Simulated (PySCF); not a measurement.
**Ar(2+) (argon, charge +2) across methods**

[Ne] 3s1 3p4 3d1, one real determinant (an excited configuration). All numbers are calculated (PySCF 2.14, the non-relativistic Hamiltonian (point nucleus), in aug-cc-pV(D+d)Z (5s4p3d, 32 functions)).

```csv
method,E (hartree),mean ε 3p α (eV),mean ε 3p β (eV),mean ε 3d α (eV),Σ⟨r²⟩ (bohr²),⟨S²⟩
wB97X,-524.7189,-43.784,-39.092,-21.225,16.93,6.002
PBE0,-524.5811,-41.391,-36.620,-19.012,16.99,6.001
BLYP,-524.7430,-38.767,-35.401,-17.218,17.03,6.001
r2SCAN,-524.7180,-40.001,-35.355,-17.682,17.02,6.002
LDA,-523.1078,-39.102,-35.258,-17.347,17.06,6.001
UHF,-524.11327,-47.468,-38.933,-23.014,17.13,6.003
PBE,-524.5456,-39.112,-35.309,-17.509,17.00,6.001
r2SCANh,-524.7158,-40.803,-35.866,-18.257,17.02,6.002
M06-2X,-524.6975,-43.085,-37.944,-19.853,17.05,6.002
```

⟨L²⟩ = 8.00 against 12 for a pure F term, so this real determinant mixes terms. The outer electron is Rydberg-like, and this basis confines it to a smaller radius and binds it less than a complete one would.
